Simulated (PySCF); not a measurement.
**Electronic structure of C²⁺ (carbon, charge +2) at the UHF level**

Configuration: [He] 2s1 3s1, high-spin 3S determinant (an excited configuration). Computed with PySCF 2.14 in aug-cc-pCVQZ-DK, with the spin-free X2C one-electron Hamiltonian (Gaussian nucleus).

```json
{
  "Total energy": "-35.402466 hartree",
  "One-electron energy": "-41.8513 hartree",
  "Hartree (Coulomb) energy": "10.5710 hartree",
  "Exchange energy": "-4.1222 hartree",
  "⟨S²⟩": "2.0000",
  "⟨L²⟩": "0.000",
  "Sum of ⟨r⟩": "5.281 bohr",
  "Sum of ⟨r²⟩": "15.72 bohr²",
  "Langevin diamagnetic susceptibility": "-12.4 ×10⁻⁶ cm³/mol"
}
```

```
shell  electrons  mean orbital energy (hartree)  rms radius, mean of both spins (bohr)
 1s α          1                      -13.16812                                  0.310
 1s β          1                      -13.06667                                  0.310
 2s α          1                       -2.05689                                   1.38
 3s α          1                       -0.66197                                   3.69
```

The outer electron is Rydberg-like, and this basis confines it to a smaller radius and binds it less than a complete one would.
